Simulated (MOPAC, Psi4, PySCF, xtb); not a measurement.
Intermolecular potential of H4Ge ··· COS (SMILES [GeH4] and O=C=S), singlet. Monomers: optimised at B3LYP-D3(BJ) (def2-TZVP), held rigid. Orientation: a higher rigid-body minimum at GFN2-xTB. The monomers approach along the line of their centres of mass (distance R); nothing else relaxes.

Geometry at R = 4.40 Å (first 5 atoms: monomer A):
```
8

Ge     0.0000     0.0000     0.0000
H     -0.8646    -0.6263    -1.1041
H      0.2608     1.4771    -0.3300
H      1.3381    -0.7487     0.0890
H     -0.7343    -0.1021     1.3451
O      2.1513     0.8274    -2.0183
C      3.2591     1.1404    -1.9187
S      4.7569     1.5635    -1.7840
```

Methods: GFN1-xTB (xtb); PM3, restricted, heats of formation (MOPAC); RKS-B3LYP/6-31G* = restricted B3LYP/6-31G*, spherical d, no counterpoise correction run with PySCF 2.14.0; SAPT0/jun-cc-pVDZ, frozen core (Psi4).

Interaction energies in kcal/mol; the last columns give the difference from SAPT0:

| R / Å | GFN1-xTB | PM3 | RKS-B3LYP/6-31G* | SAPT0/jun-cc-pVDZ | GFN1-xTB − SAPT0/jun-cc-pVDZ | PM3 − SAPT0/jun-cc-pVDZ | RKS-B3LYP/6-31G* − SAPT0/jun-cc-pVDZ |
|---|---|---|---|---|---|---|---|
| 3.83 | -0.13 | 8.03 | 11.68 | 10.81 | -10.94 | -2.78 | 0.87 |
| 4.03 | -4.45 | 5.20 | 6.10 | 5.38 | -9.83 | -0.18 | 0.72 |
| 4.23 | -6.28 | 4.55 | 2.94 | 2.34 | -8.63 | 2.21 | 0.60 |
| 4.40 | -6.68 | 3.87 | 1.41 | 0.91 | -7.60 | 2.95 | 0.50 |
| 4.59 | -6.44 | 2.91 | 0.44 | 0.06 | -6.50 | 2.84 | 0.38 |
| 4.80 | -5.75 | 1.99 | -0.09 | -0.35 | -5.40 | 2.34 | 0.26 |
| 5.14 | -4.41 | 1.04 | -0.37 | -0.49 | -3.91 | 1.53 | 0.13 |
| 5.41 | -3.41 | 0.61 | -0.37 | -0.44 | -2.97 | 1.04 | 0.07 |
| 5.87 | -2.06 | 0.24 | -0.26 | -0.29 | -1.77 | 0.53 | 0.03 |
| 6.62 | -0.80 | 0.06 | -0.08 | -0.13 | -0.66 | 0.19 | 0.05 |
| 7.60 | -0.21 | 0.01 | -0.01 | -0.05 | -0.15 | 0.06 | 0.04 |
| 8.88 | -0.04 | 0.00 | 0.00 | -0.02 | -0.03 | 0.02 | 0.02 |

GFN1-xTB is furthest from SAPT0/jun-cc-pVDZ at 3.83 (-10.94 kcal/mol, below); its mean absolute difference over the points is 4.87 kcal/mol.

PM3 is furthest from SAPT0/jun-cc-pVDZ at 4.40 (2.95 kcal/mol, above); its mean absolute difference over the points is 1.39 kcal/mol.

RKS-B3LYP/6-31G* is furthest from SAPT0/jun-cc-pVDZ at 3.83 (0.87 kcal/mol, above); its mean absolute difference over the points is 0.31 kcal/mol.
